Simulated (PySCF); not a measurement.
Computed structure and properties of [Sm(SH)3]−

System: [Sm(SH)3]− (singlet in the valence; each metal's 4f electrons, 6 of them, lie in its core potential, out of spins and levels); start: displaced along the imaginary mode (C3). Method: PySCF 2.14.0, RKS PBE0, Sm lcecp-0-SVP with ECP52, S def2-SVP, H def2-SVP; non-relativistic Hamiltonian with scalar-relativistic core potentials where named; density fitting; no spin-orbit coupling.

Input of the relaxation:

```python
mol = gto.M(atom='''
Sm     0.00000    -0.00000    -0.06026
S      2.88292    -0.00799     0.05116
H      2.91547     0.24998     1.40479
S     -1.43454     2.50068     0.05116
H     -1.67422     2.39988     1.40479
S     -1.44838    -2.49269     0.05116
H     -1.24125    -2.64986     1.40479''',
    basis={'Sm': 'lcecp-0-SVP', 'S': 'def2-SVP', 'H': 'def2-SVP'},
    ecp={'Sm': 'lcecp-0-SVP'},
    charge=-1, spin=0)
mf = dft.RKS(mol, xc='PBE0')
mf.grids.atom_grid = (50, 194)  # f atoms: unpruned, at least (60, 302)
mf = mf.density_fit()  # fitting sets: Sm AutoAux, S def2-universal-JKFIT, H def2-universal-JKFIT
mf.conv_tol = 1e-08; mf.max_cycle = 55
mf.kernel(dm0)  # dm0: converged density of the start geometry
# quasi-Newton relaxation in Cartesian coordinates to a largest gradient under 0.00045 Eh/bohr, steps kept in the point group
```

Run from Python with OMP_NUM_THREADS=2; the lines above give its settings. Where DIIS fails, smearing, a level shift and second-order steps follow.
It took 2.3 min on 2 threads of Arm Neoverse V1 (shared host), from the converged density of the start.

Course of the relaxation:

```
step  energy above end (eV)  largest force component within the symmetry (eV/Å)
   0                 0.2762                                               0.589
   1                 0.2461                                               0.130
   2                 0.2261                                               0.178
   3                 0.2117                                               0.439
   4                 0.1886                                               0.460
   5                 0.1457                                               0.176
   6                 0.1315                                               0.590
   7                 0.1086                                               0.086
  26                 0.0005                                               0.032
  27                 0.0004                                               0.012
  28                 0.0003                                               0.010
  29                 0.0001                                               0.014
  30                 0.0000                                               0.010
  31                 0.0000                                               0.023
```
(The steps between are left out.)

Relaxed geometry (C3h):

```xyz
7

Sm    0.0000    0.0000    0.6227
S     2.8170   -0.5162    0.6243
H     3.1297    0.8004    0.6040
S    -0.9614    2.6977    0.6243
H    -2.2580    2.3102    0.6040
S    -1.8556   -2.1815    0.6243
H    -0.8717   -3.1106    0.6040
```

```
    contact      Å
Sm1–S2 (SH)  2.864
Sm1–S4 (SH)  2.864
Sm1–S6 (SH)  2.864
```

On the finer grid (75, 302):

```yaml
HOMO: not given (4f levels lie in the core)
LUMO: not given (4f levels lie in the core)
Dipole_about_the_centre_of_mass: 0.04 D
Set_of_Mulliken_populations_of_Sm1_outside_the_core_potential: s 2.30, p 6.32, d 0.94, f 0.01
D3_BJ_dispersion_energy_not_in_the_energies: -0.168 eV
```

```json
{"atom": "Sm1", "Mulliken (e)": "0.42", "Löwdin (e)": "-0.16", "spin (e)": "0.00"}
{"atom": "S2", "Mulliken (e)": "-0.52", "Löwdin (e)": "-0.26", "spin (e)": "0.00"}
{"atom": "H3", "Mulliken (e)": "0.05", "Löwdin (e)": "-0.03", "spin (e)": "0.00"}
{"atom": "S4", "Mulliken (e)": "-0.52", "Löwdin (e)": "-0.26", "spin (e)": "0.00"}
{"atom": "H5", "Mulliken (e)": "0.05", "Löwdin (e)": "-0.03", "spin (e)": "0.00"}
{"atom": "S6", "Mulliken (e)": "-0.52", "Löwdin (e)": "-0.26", "spin (e)": "0.00"}
{"atom": "H7", "Mulliken (e)": "0.05", "Löwdin (e)": "-0.03", "spin (e)": "0.00"}
```

The 4f levels lie in the core potential and are missing. Their spin isn't counted.

On the grid (50, 194), as all that follows. Harmonic modes: a minimum within the noise of the softest modes; lowest 42 cm⁻¹ (negative: unstable), highest 2692 cm⁻¹, zero-point energy 0.637 eV.

Taking off one SH (charge -1, singlet; the rest: singlet) in vacuum, both parts rigid, costs 3.77 eV; the small basis without counterpoise inflates it.

Rigid scan of SH along the line from its metal:

(distance to S2 (Å), energy (eV)): (2.56, 0.324), (2.66, 0.128), (2.76, 0.028), (2.86, 0.000), (2.96, 0.023), (3.06, 0.081), (3.26, 0.265), (3.56, 0.612), (3.96, 1.081), (4.46, 1.587)

One start shape was tried, so this needn't be the lowest isomer.

An lcecp potential fixes the number of 4f electrons, so in runs with it no electron can move into or out of that shell.
